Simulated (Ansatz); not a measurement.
CH$_{3}$ClO$_{3}$W (`C[O][W](=[O])(=[O])[Cl]`). Total charge 0; spin multiplicity 1. W: def2 effective core potential.

```xyz
9

C    -0.644   -0.580   -1.389
O    -0.099    0.310   -0.446
W     0.577    0.513    1.256
O     1.887   -0.551    1.471
O    -0.610    0.065    2.390
Cl    1.243    2.653    1.631
H    -0.837   -0.026   -2.309
H     0.064   -1.387   -1.593
H    -1.580   -0.996   -1.011
```

Q: What are the harmonic wavenumbers in cm⁻¹ at PBE0-D4/def2-TZVP (Ansatz, finite differences of forces, unscaled)? (Best estimate.)

A: Computed: 28i, 78, 93, 168, 182, 266, 286, 352, 429, 587, 1010, 1050, 1172, 1176, 1192, 1475, 1486, 1487, 3046, 3130, 3139.
